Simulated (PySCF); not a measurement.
Species: C5H5S, charge 0, multiplicity 2. It need not be the lowest isomer of its formula. 
Geometry from a B3LYP-D3(BJ)/def2-TZVP (Ansatz) optimisation:
SMILES: [CH2]c1cccs1
```xyz
11

C     -2.2244    -0.2399    -0.0819
C     -0.8610    -0.2064     0.0930
C     -0.0738    -0.9328     1.0129
C      1.2933    -0.6560     0.9212
C      1.5976     0.2716    -0.0502
S      0.1912     0.8250    -0.8762
H     -2.8318    -0.8872     0.5347
H     -2.7215     0.3662    -0.8246
H     -0.5120    -1.6308     1.7114
H      2.0449    -1.1181     1.5453
H      2.5697     0.6520    -0.3171
```
Charge 0, spin multiplicity 2.

Dispersion corrections to the total energy (kcal/mol) from the dftd3 and dftd4 libraries through PySCF: D3(BJ) without and D4 with the three-body term, each with the damping fitted for the functional named.

| functional | D3(BJ) | D4 |
|---|---|---|
| HF | -57.48 | … |
| B2GP-PLYP | -4.79 | -2.98 |
| BLYP | -15.24 | -16.00 |
| HSE06 | … | -5.55 |
| B2PLYP | -5.85 | -4.97 |
| TPSS | -8.91 | … |
| CAM-B3LYP | -5.59 | -6.03 |

**Question.** Some entries are withheld; supply them.

**Answer.** 
- HF, D4: -26.57
- HSE06, D3(BJ): -4.69
- TPSS, D4: -9.66
